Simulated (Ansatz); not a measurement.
C$_{4}$H$_{9}$OSn (SMILES CC(C)(C)[O][Sn]), doublet, at a GFN2-xTB geometry (such geometries of metal compounds can be far from the true shape) (the spin is typed, not shown lowest) (all electrons, no relativity); WB97X/STO-3G in Ansatz (a first-principles code).

Ansatz was given this input:
Ansatz 0.2 input:
```yaml
crystal:
  periodic: [false, false, false]
  atoms:
    - {symbol: Sn, position_ang: [0.84074528, 0.99095697, 0.71756737]}
    - {symbol: O, position_ang: [-0.63789116, -0.28990391, 0.22115309]}
    - {symbol: C, position_ang: [-0.99629778, -1.15587181, -0.81934987]}
    - {symbol: C, position_ang: [0.10763636, -2.19158570, -1.04471856]}
    - {symbol: C, position_ang: [-2.29362810, -1.85790796, -0.40407316]}
    - {symbol: C, position_ang: [-1.22371265, -0.35814634, -2.10561060]}
    - {symbol: H, position_ang: [-0.16885573, -2.88686695, -1.83222195]}
    - {symbol: H, position_ang: [0.28379031, -2.74277078, -0.12434589]}
    - {symbol: H, position_ang: [1.02876805, -1.67858103, -1.32348392]}
    - {symbol: H, position_ang: [-2.12933318, -2.40731543, 0.51891766]}
    - {symbol: H, position_ang: [-2.62299190, -2.54535500, -1.17829755]}
    - {symbol: H, position_ang: [-3.06759643, -1.11567613, -0.22876756]}
    - {symbol: H, position_ang: [-0.29858253, 0.14835482, -2.38189745]}
    - {symbol: H, position_ang: [-1.99185855, 0.39253410, -1.93818315]}
    - {symbol: H, position_ang: [-1.53146178, -1.01186970, -2.91680066]}
basis:
  gaussian:
    orbitals: STO-3G
hamiltonian:
  xc: {name: wB97X}
magnetization: {spin_polarized: true, initial_magnetization: 1}
```

Task: What does Ansatz print? Leave out banner, timings and long lists.

Result: 
```
Functional definition: wB97X
854 factors; integrals over basis functions are off by at most 3.5e-5 eV
246 factors; integrals over basis functions are off by at most 1.6e-6 eV
mean field evaluation 1: about -168587.3890 eV, gradient 1.7e1 eV
mean field evaluation 2: about -168586.3881 eV, gradient 2.4e1 eV
mean field evaluation 4: about -168589.5042 eV, gradient 7.4e-1 eV
mean field evaluation 8: about -168589.4326 eV, gradient 5.7e-2 eV
mean field evaluation 16: about -168589.4329 eV, gradient 4.4e-4 eV
mean field evaluation 32: about -168589.4103 eV, gradient 3.8e-1 eV
mean field -168589.43287922 eV, -6195.5473842893 hartree, gradient 1.3e-5 eV, S^2 0.754649; 2 other end points of the search recorded, 0 dependent functions left out
reference -168589.43285611 eV, -6195.5473834401 hartree; 46, 45 occupied and 15, 16 virtual orbitals, 854 factors
Total energy: -168589.43285611 eV, -6195.5473834401 hartree
```
